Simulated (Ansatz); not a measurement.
Geometry optimisation, UKS PBE/def2-SVP in Ansatz 0.2.0.

Input:

```yaml
crystal:
  periodic: [false, false, false]
  atoms:
    - { symbol: Ta, position_ang: [-0.029031, 0.03505, 0.028081] }
    - { symbol: F, position_ang: [1.891161, 0.07421, -0.076912] }
    - { symbol: "N", position_ang: [-0.133288, -0.097831, 2.056026] }
    - { symbol: H, position_ang: [-0.01301, -0.936783, 2.631173] }
    - { symbol: H, position_ang: [-0.253306, 0.707192, 2.679108] }
    - { symbol: O, position_ang: [-0.211992, -0.172659, -1.882853] }
    - { symbol: H, position_ang: [-0.624977, -0.480631, -2.70013] }
    - { symbol: O, position_ang: [-0.891711, 1.747282, 0.167924] }
    - { symbol: H, position_ang: [-1.717929, 2.012685, 0.604334] }
    - { symbol: "N", position_ang: [-0.955147, -1.736287, 0.149454] }
    - { symbol: H, position_ang: [-1.322954, -2.139382, 1.013621] }
    - { symbol: H, position_ang: [-1.0496, -2.388281, -0.633607] }
    - { symbol: H, position_ang: [3.991584, -0.251165, 0.010081] }
magnetization:
  spin_polarized: true
  initial_magnetization: 1
basis:
  gaussian: { orbitals: def2-SVP }
hamiltonian:
  xc: pbe
relax:
  f_tol: 0.03
  max_steps: 50
```

Launched with:

```bash
$ ansatz run input.yaml --threads 4 --pin off --max-ram 5120MiB --backend cpu --events-out ev --progress --plain --runs-dir out
```

Question: Where does it end, and by what steps?

Answer: The run converged. After 23 steps the energy has fallen by 0.282 eV; H4 moved furthest, 1.48 Å.

| step | energy less start (eV) | largest force component (eV/Å) | accepted |
| --- | --- | --- | --- |
| 0 | 0.0000 | 0.449 | yes |
| 1 | -0.0221 | 0.218 | yes |
| 2 | -0.0497 | 0.080 | yes |
| 3 | -0.0618 | 0.208 | yes |
| 4 | -0.0703 | 0.159 | yes |
| 5 | -0.0786 | 0.206 | yes |
| 6 | -0.0824 | 0.703 | yes |
| 7 | -0.0964 | 0.490 | yes |
| 8 | -0.1326 | 0.375 | yes |
| 9 | -0.1594 | 0.598 | yes |
| 10 | -0.1770 | 1.041 | yes |
| 11 | -0.2199 | 0.695 | yes |
| 12 | -0.2412 | 0.526 | yes |
| 13 | -0.2531 | 0.261 | yes |
| 14 | -0.2620 | 0.246 | yes |
| 15 | -0.2704 | 0.374 | yes |
| 16 | -0.2755 | 0.240 | yes |
| 17 | -0.2690 | 0.200 | no |
| 18 | -0.2801 | 0.040 | yes |
| 19 | -0.2793 | 0.085 | no |
| 20 | -0.2811 | 0.037 | yes |
| 21 | -0.2815 | 0.142 | yes |
| 22 | -0.2817 | 0.114 | yes |
| 23 | -0.2822 | 0.019 | yes |

```xyz
13
Properties=species:S:1:pos:R:3
Ta -0.298 -0.123 0.151
F 1.603 -0.420 -0.056
N 0.234 0.063 2.084
H 1.177 -0.083 2.459
H -0.330 0.593 2.761
O -0.330 0.136 -1.776
H 0.273 0.325 -2.512
O -1.505 1.369 0.458
H -2.193 1.620 -0.183
N -1.330 -1.810 0.198
H -1.564 -2.351 1.035
H -1.712 -2.248 -0.646
H 4.657 -0.697 0.072
```

Whether the end is a true minimum wasn't checked by a vibrational analysis.

Run time: 99 s on 4 threads of Arm Neoverse V1, with other jobs on the host, peak memory 0.26 GiB.
